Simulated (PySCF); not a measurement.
Be(OH)(OSiH3) (BeH4O2Si), SMILES [OH][Be][O][SiH3]. Heavy atoms are numbered as in [Be:1]([OH:2])[O:4][SiH3:5]. Hydrogens are named by the atom that carries them.

The structure is a stationary point at B3LYP-D3(BJ)/def2-SVP. A frequency run showed that this geometry is not a minimum. Other conformers were not sampled.

All values below come from B3LYP/pcSseg-1 run with PySCF.

GIAO shieldings, no solvent; atoms alike by connectivity are averaged. δ = σ(ref) − σ: ¹⁷O against H2O (σ = 333.8 ppm); ¹H against TMS (σ = 31.68 ppm); ²⁹Si against TMS (σ = 338.7 ppm), references at their B3LYP-D3(BJ)/def2-TZVP geometries, non-relativistic.

```tsv
nucleus	atoms	count	δ (ppm)
¹⁷O	O4	1	3.2
¹⁷O	O2 (OH)	1	-5.0
¹H	H on Si5	3	5.22
¹H	H on O2	1	1.58
²⁹Si	Si5 (SiH3)	1	-48.1
```
